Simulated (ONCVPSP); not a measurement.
# Before and after: ONCV potential for Yb

* Element: Yb (Z = 70)
* Generator: ONCVPSP 4.0.1
* Type: optimised norm-conserving Vanderbilt (ONCV)
* Functional: LDA (Perdew-Wang 92)
* Relativity: scalar-relativistic
* Frozen core: [Kr] 4d10 4f13
* Valence charge: 11
* Reference configuration: 5s2 5p6 5d1.5 6s1.5
* Partial waves: 5s+6s: rc 1.70 bohr, ncon 4, nbas 7, qcut 8.2 1/bohr, 2 projectors; 5p: rc 2.10 bohr, ncon 4, nbas 8, qcut 5.2 1/bohr, 2 projectors, debl 3.3 Ha; 5d: rc 2.00 bohr, ncon 4, nbas 7, qcut 4.6 1/bohr, 3 projectors, debl 1.8 Ha
* Local potential: polynomial inside 1.10 bohr (lpopt 5, dvloc0 0 Ha)
* Core correction: none

All-electron outer shells of the reference configuration (LDA (PZ), scalar-relativistic, ld1.x):

```csv
shell,level (eV),outermost node (bohr),outermost maximum (bohr)
5s,-58.85,0.58,1.07
5p,-30.56,0.62,1.21
4f,-9.20,–,0.48
6s,-4.57,1.44,3.08
5d,-1.74,0.70,1.89
```

Change: p: qcut 4.6.

Cutoffs: the cutoffs (Ha) at which the residual kinetic energy of the hardest occupied pseudo-wave falls to 1 and 0.1 mHa per electron; they do not see the model core or the augmentation charge, which bear on the density cutoff. Errors are all-electron minus pseudo energies relative to the spin-unpolarised reference configuration.

Problem. What does the change do?

Solution. The potential gets neither clearly harder nor softer (22 Ha and 25 Ha → 22 Ha and 25 Ha); the errors of the 4 common tests hardly move; neither file shows a bound ghost.

```csv
quantity,base,changed
"cutoff, loose",22 Ha,22 Ha
"cutoff, tight",25 Ha,25 Ha
loose cutoff by channel,"s 22 Ha, p 9.1 Ha, d 9.9 Ha","s 22 Ha, p 8.7 Ha, d 9.9 Ha"
bound ghosts,none,none
GHOST(+) flags under 300 eV,"s at 17.4 eV, p at 160.8 eV",s at 17.4 eV
"error for 5s2 5p6 5d1 6s2, meV [ΔE -1.38 eV]",+1.5,+1.5
"error for 5s2 5p6 5d1 6s1, meV [ΔE 6.09 eV]",-2.0,-2.0
"error for 5s2 5p6 5d1 6s0, meV [ΔE 19.48 eV]",+4.9,+4.9
"error for 5s2 5p6 5d1 6s1 6p1, meV [ΔE 2.05 eV]",+1.7,+1.6
s: phases at 1.73 bohr within 0.05 rad from the reference energy up to (Ha; the scan ends near 5),0.6,0.6
p: phases at 2.13 bohr within 0.05 rad from the reference energy up to (Ha; the scan ends near 5),to the end of the scan,to the end of the scan
d: phases at 2.03 bohr within 0.05 rad from the reference energy up to (Ha; the scan ends near 5),to the end of the scan,to the end of the scan
```
